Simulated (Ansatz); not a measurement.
Correlation energies of CH3BN2O, SMILES `N=C1OB1N` by basis set

```xyz
8

N    -1.435    0.866   -1.663
C    -0.652    0.547   -0.751
O     0.062    1.408    0.119
B     0.265    0.059    0.315
N     0.994   -0.759    1.147
H    -1.800    0.035   -2.120
H     1.596   -0.396    1.868
H     0.969   -1.760    1.085
```

The species carries charge 0 and has multiplicity 1. The structure was optimised at the PBE0-D4/def2-TZVP level. It is one conformer, not always the lowest. Frozen core, restricted reference, Ansatz 0.2.0. CBS rows extrapolate triple and quadruple zeta; past MP2 they add the triple-zeta difference.

```csv
basis,HF (Eh),MP2 corr.
def2-SVP,-247.88813,-0.71752
def2-TZVPP,-248.18489,-0.88652
def2-QZVPP,-248.19633,-0.95016
```

(1) Estimate the CCSD correlation energy and the (T) correction in each basis where they were run (hartree).

## Answers

(1) 
| basis | CCSD corr. | (T) |
| --- | --- | --- |
| def2-SVP | -0.74032 | -0.02622 |
| def2-TZVPP | -0.89811 | -0.04173 |
| CBS(def2) | -1.00888 | as TZ |
